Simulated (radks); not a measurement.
Species: Hf67+. Configuration: [He] 2s2 2p1.

Calculated with a radial shooting solver on a logarithmic mesh with Libxc functionals: Dirac Kohn-Sham, BLYP, spin-unpolarised, spherical densities, point nucleus; open shells fill j = l - 1/2 first.

Energy parts (eV):
part                      energy
total                 -205546.31
kinetic                243488.83
electron-nucleus      -454126.63
Hartree                  7206.00
exchange-correlation    -2114.52

Orbitals (lengths in bohr, moments of r in powers of bohr):
orbital  occ.  eigenvalue (eV)      <r>  small-component weight
1s1/2       2        -72923.33  0.01892                7.37e-02
2s1/2       2        -17773.06  0.07661                1.79e-02
2p1/2       1        -17526.67  0.06300                1.78e-02
2p3/2       0        -16200.20  0.07006                1.64e-02
3s1/2       0        -7629.766   0.1821                7.36e-03
3p1/2       0        -7539.212   0.1689                7.36e-03
3p3/2       0        -7165.450   0.1796                6.92e-03

The highest occupied level is 2p1/2 at -17526.7 eV. Summed over all electrons, <r^2> = 0.01982 bohr^2, which gives a Langevin (diamagnetic) susceptibility term of -0.0157 x 10^-6 cm^3/mol. For comparison, the ionisation energy in NIST's Atomic Spectra Database is 17680 eV (theoretical). In exact Kohn-Sham theory the highest level is minus the ionisation energy, but local and semilocal functionals leave it too shallow, through self-interaction and a potential that decays too fast; potentials with the right tail come closer.

Beside tabulated values, note that spin-unpolarised runs miss the spin-polarisation part of the exchange energy of open shells.
